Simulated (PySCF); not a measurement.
Sn(F)3(vinyl) (C2H3F3Sn), SMILES [CH](=C)[Sn]([F])([F])[F]. Geometry: r2SCAN-D4/def2-SVP. The structure was generated by enumeration; whether it is a known compound was not checked. The def2 effective core potentials stand for the cores of Sn; spin–orbit coupling is left out. Other conformers were not sampled.

Give the equilibrium geometry at r2SCAN-D4/def2-SVP (PySCF confirms it by a frequency run) as bond lengths and angles, and its point group. (An estimate is asked for; the answer gives what the named calculation found.)

One answer among several that fit: point group Cs.
Atoms: C1 C2 Sn3 F4 F5 F6 H7 H8 H9. Bonds (Å): C1–C2 1.337, C1–H7 1.096, C1–H8 1.097, C2–Sn3 2.112, C2–H9 1.095, Sn3–F4 1.928, Sn3–F5 1.924, Sn3–F6 1.924. Angles (°): C2–C1–H7 122.3, C2–C1–H8 120.8, H7–C1–H8 116.9, C1–C2–Sn3 117.2, C1–C2–H9 123.1, Sn3–C2–H9 119.7, C2–Sn3–F4 106.6, C2–Sn3–F5 117.5, C2–Sn3–F6 117.5, F4–Sn3–F5 105.6, F4–Sn3–F6 105.6, F5–Sn3–F6 103.0.
